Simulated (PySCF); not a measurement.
Isomers of C8H12O2Si, from PBE0-D3(BJ)/def2-SVP geometry optimisation, gas phase in PySCF 2.14.0. One conformer each, no zero-point energy, no frequencies.

Question: Which is lower in electronic energy at this level?
A. `[CH3:1][O:2][SiH2:3][O:4][CH2:5][c:6]1[cH:7][cH:8][cH:9][cH:10][cH:11]1` with C1–O2–Si3–O4 -66°, O2–Si3–O4–C5 -55°, Si3–O4–C5–C6 81°, O4–C5–C6–C7 60°: A = 1606, B = 690.3, C = 600.4 MHz, dipole 1.34 D
B. Si(vinyl)3(OAc), `C=C[Si](C=C)(C=C)OC(C)=O`: A = 1045, B = 737.9, C = 713.9 MHz, dipole 1.74 D

Answer: A. That is `CO[SiH2]OCc1ccccc1`, 39.6 kcal/mol below the other.

```json
{"SMILES": "CO[SiH2]OCc1ccccc1", "mapped SMILES": "[CH3:1][O:2][SiH2:3][O:4][CH2:5][c:6]1[cH:7][cH:8][cH:9][cH:10][cH:11]1", "E (Eh)": "-751.01162", "relative (kcal/mol)": "0.0", "relative (kJ/mol)": "0.0", "dipole (D)": "1.34"}
{"SMILES": "C=C[Si](C=C)(C=C)OC(C)=O", "mapped SMILES": "–", "E (Eh)": "-750.94852", "relative (kcal/mol)": "39.6", "relative (kJ/mol)": "165.7", "dipole (D)": "1.74"}
```
